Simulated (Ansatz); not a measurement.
def2 core potentials replace the inner electrons of Sb.

Cartesian coordinates (Å):
SMILES: [CH3][Sb]([OH])[OH]
```xyz
9

C      1.3116    -0.1998    -0.1536
Sb    -0.6368     0.1851    -1.0359
O     -0.9630     1.5786     0.3755
O     -1.5590    -1.3604    -0.1596
H      1.5803    -1.2566    -0.2970
H      1.2282     0.0343     0.9184
H      2.0818     0.4421    -0.6060
H     -1.7918     2.0490     0.2052
H     -1.2514    -1.4723     0.7530
```
Charge 0, spin multiplicity 1.

Problem. Estimate the HOMO–LUMO gap, adiabatic ionisation energy (no zero-point term), hole reorganisation energy (four-point), vertical ionisation energy (Delta-SCF), total energy, HOMO, dipole moment and LUMO that PBE0-D3(BJ)/def2-TZVP // B3LYP-D3(BJ)/def2-SVP (Ansatz, a quantum-chemistry and plane-wave program) returns for this input.

Solution. 
```
Quantity                                                 Value
------------------------------------------------  ------------
HOMO–LUMO gap                                          6.62 eV
adiabatic ionisation energy (no zero-point term)       8.73 eV
hole reorganisation energy (four-point)               1.084 eV
vertical ionisation energy (Delta-SCF)                 9.42 eV
total energy                                      -431.7360 Ha
HOMO                                                  -7.36 eV
dipole moment                                           1.33 D
LUMO                                                  -0.73 eV
```
